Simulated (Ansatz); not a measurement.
Molecule: chloro(dimethyl)borane, C₂H₆BCl, charge 0, multiplicity 1. SMILES: CB(C)Cl
Structure (B3LYP-D3(BJ)/def2-TZVP (Ansatz, a quantum-chemistry and plane-wave program) minimum search):
```xyz
10

C      1.4255    -0.9875    -0.4063
B      0.0192    -0.3520    -0.1827
C     -1.3160    -1.0184    -0.6351
Cl    -0.0670     1.2264     0.6367
H      1.3875    -2.0783    -0.4510
H      2.1747    -0.6750     0.3208
H      1.7812    -0.6533    -1.3905
H     -1.6549    -1.6609     0.1891
H     -2.1209    -0.3108    -0.8325
H     -1.1825    -1.6752    -1.4977
```
Charge 0, spin multiplicity 1.

Wanted: vertical triplet-singlet gap (E(triplet) - E(singlet); each state is the SCF solution reached for its spin; for the triplet T1 is 0.060), in kcal/mol. Cores are frozen in the correlated levels unless marked. UHF or UKS for open shells. No spin-orbit coupling. No relativistic terms. CBS(X,Y): correlation extrapolated as X^-3; Hartree-Fock from the larger set. [CCSD(T)-MP2]/basis is that difference in the basis named.

RI-MP2/CBS(aug-cc-pV(T+d)Z,aug-cc-pV(Q+d)Z)+[CCSD(T)-MP2]/aug-cc-pV(T+d)Z (Ansatz) gives 138.0 kcal/mol.

**Question.** Another calculation gave 135.6 kcal/mol. Which level was it?
A) r2SCAN/def2-TZVPD (Ansatz)
B) B2PLYP/def2-TZVPD (Ansatz)
C) PBE0/def2-TZVPD (Ansatz)
D) wB97X-V/def2-TZVPD (Ansatz)

**Answer.** D, wB97X-V/def2-TZVPD (Ansatz). The others give 124.9 (PBE0), 119.7 (r2SCAN), 130.8 (B2PLYP) kcal/mol.
